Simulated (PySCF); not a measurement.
PySCF 2.14 output of an unrestricted HSE06 calculation on a single atom or ion in aug-cc-pVTZ-DK (7s6p4d2f, 59 functions), with the spin-free X2C one-electron Hamiltonian (Gaussian nucleus):

```
SCF conv_tol = 1e-09
number electrons alpha = 17  beta = 15
    J. Heyd, G. E. Scuseria, and M. Ernzerhof.,  J. Chem. Phys. 118, 8207 (2003)
    J. Heyd, G. E. Scuseria, and M. Ernzerhof.,  J. Chem. Phys. 124, 219906 (2006)
    A. V. Krukau, O. A. Vydrov, A. F. Izmaylov, and G. E. Scuseria.,  J. Chem. Phys. 125, 224106 (2006)
cycle= 1 E= -2259.67558555144  delta_E= -0.00771  |g|= 0.0874  |ddm|= 0.339
cycle= 2 E= -2259.67615553559  delta_E= -0.00057  |g|= 0.0602  |ddm|= 0.144
cycle= 3 E= -2259.6767581815  delta_E= -0.000603  |g|= 0.0017  |ddm|= 0.0526
cycle= 4 E= -2259.67675899476  delta_E= -8.13e-07  |g|= 0.000106  |ddm|= 0.00242
cycle= 5 E= -2259.67675900177  delta_E= -7.01e-09  |g|= 4.63e-06  |ddm|= 0.000227
cycle= 6 E= -2259.67675900178  delta_E= -8.19e-12  |g|= 1.35e-07  |ddm|= 1.06e-05
converged SCF energy = -2259.67675900178  <S^2> = 2.001711  2S+1 = 3.0011405
```

The run itself started from symmetry-adapted Hartree-Fock orbitals and held the occupation by maximum overlap, on a logarithmic radial grid, so the iterations belong to that start.

Task: Which element, charge and spin multiplicity is this?

Result: As⁺ (arsenic, charge +1), multiplicity 3; the state was [Ar] 3d10 4s2 4p1 4d1, one real determinant (an excited configuration).

⟨L²⟩ = 8.00 against 12 for a pure F term, so this real determinant mixes terms. The outer electron is Rydberg-like, and this basis confines it to a smaller radius and binds it less than a complete one would.
